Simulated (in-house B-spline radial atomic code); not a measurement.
Ionisation energies along the 20-electron series, configuration [Ar] 3d2, as differences of self-consistent energies. NIST's values go from ground level to ground level; the uncertainty of those that are theory runs from under 0.1 % in few-electron ions to several per cent in heavy many-electron ones. Computed with an all-electron radial atomic-structure program (B-spline basis): non-relativistic Hartree-Fock, average of the configuration, point nuclei.

This level leaves out relativity, spin-orbit splitting included, which matters for heavy ions.

```csv
ion,configuration after,ionisation energy (eV),IE/(q+1)² (eV),-ε less Coulomb ΔSCF (eV),tabulated value (eV),tabulated kind,computed minus tabulated (eV)
Mo22+,[Ar] 3d1,1015.0,1.9187,1.8354,1019,tabulated theory,-4
Tc23+,[Ar] 3d1,1096.8,1.9041,1.8431,1102,tabulated theory,-5
Ru24+,[Ar] 3d1,1181.6,1.8905,1.8503,1187,tabulated theory,-5
Rh25+,[Ar] 3d1,1269.5,1.8779,1.8571,1274,tabulated theory,-5
Pd26+,[Ar] 3d1,1360.4,1.8661,1.8635,1366,tabulated theory,-6
Ag27+,[Ar] 3d1,?,?,?,?,tabulated theory,?
Cd28+,[Ar] 3d1,1551.3,1.8446,1.8752,1558,tabulated theory,-7
In29+,[Ar] 3d1,1651.3,1.8348,1.8806,1659,tabulated theory,-8
Sn30+,[Ar] 3d1,1754.3,1.8255,1.8857,1763,tabulated theory,-9
Sb31+,[Ar] 3d1,1860.4,1.8168,1.8905,1869,tabulated theory,-9
Te32+,[Ar] 3d1,1969.5,1.8086,1.8951,1979,tabulated theory,-9
I33+,[Ar] 3d1,2081.7,1.8007,1.8995,2093,tabulated theory,-11
Xe34+,[Ar] 3d1,2196.8,1.7933,1.9037,2209,tabulated theory,-12
Cs35+,[Ar] 3d1,2315.0,1.7863,1.9076,2329,tabulated theory,-14
Ba36+,[Ar] 3d1,2436.3,1.7796,1.9114,2452,tabulated theory,-16
La37+,[Ar] 3d1,2560.5,1.7732,1.9151,2577,tabulated theory,-16
Ce38+,[Ar] 3d1,2687.8,1.7671,1.9186,2706,tabulated theory,-18
Pr39+,[Ar] 3d1,?,?,?,?,tabulated theory,?
Nd40+,[Ar] 3d1,2951.5,1.7558,1.9251,2974,tabulated theory,-23
Pm41+,[Ar] 3d1,?,?,?,?,tabulated theory,?
Sm42+,[Ar] 3d1,3227.3,1.7454,1.9312,3253,tabulated theory,-26
```

(1) Fill in the row of Ag27+.

(2) Fill in the row of Pr39+.

(3) Fill in the row of Pm41+.

Results:

(1) ionisation energy (eV): 1454.3; IE/(q+1)² (eV): 1.855; -ε less Coulomb ΔSCF (eV): 1.8695; tabulated value (eV): 1460; computed minus tabulated (eV): -6.

(2) ionisation energy (eV): 2818.1; IE/(q+1)² (eV): 1.7613; -ε less Coulomb ΔSCF (eV): 1.9219; tabulated value (eV): 2838; computed minus tabulated (eV): -20.

(3) ionisation energy (eV): 3087.8; IE/(q+1)² (eV): 1.7505; -ε less Coulomb ΔSCF (eV): 1.9282; tabulated value (eV): 3112; computed minus tabulated (eV): -24.
